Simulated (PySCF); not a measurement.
C6H6O, SMILES C(#C)[C@@H]1COC=C1.

The structure is a stationary point at PBE-D3(BJ)/def2-SVP. The structure was generated by enumeration; whether it is a known compound was not checked. Other conformers were not sampled.

Method: TDA-PBE/def2-SVPD (PySCF).

Vertical excitations. Gas-phase values at a fixed geometry.

```tsv
state	energy (eV)	λ (nm)	f	main pairs
S1	5.10	243	0.002	HOMO→LUMO+1 73 %, HOMO→LUMO+2 17 %
S2	5.16	240	0.021	HOMO→LUMO+2 55 %, HOMO→LUMO+1 26 %, HOMO→LUMO 18 %
S3	5.61	221	0.009	HOMO→LUMO+3 99 %
S4	5.89	210	0.037	HOMO−2→LUMO 65 %, HOMO→LUMO 19 %
S5	5.98	207	0.006	HOMO−1→LUMO 93 %
S6	6.14	202	0.012	HOMO→LUMO+4 94 %
S7	6.15	202	0.063	HOMO−2→LUMO 28 %, HOMO→LUMO+5 23 %, HOMO→LUMO 23 %, HOMO→LUMO+2 10 %
S8	6.41	193	0.002	HOMO→LUMO+6 99 %
S9	6.43	193	0.004	HOMO−1→LUMO+1 77 %, HOMO−2→LUMO+2 12 %
S10	6.48	191	0.026	HOMO→LUMO+5 59 %, HOMO−1→LUMO+1 10 %, HOMO→LUMO 9 %
T1	3.89	319	0	HOMO→LUMO 93 %
T2	4.97	249	0	HOMO→LUMO+1 85 %
T3	5.06	245	0	HOMO→LUMO+2 86 %
T4	5.24	236	0	HOMO−2→LUMO+1 29 %, HOMO−1→LUMO+2 28 %, HOMO−1→LUMO 21 %, HOMO→LUMO+1 9 %
```
Triplets are in the Tamm–Dancoff approximation.
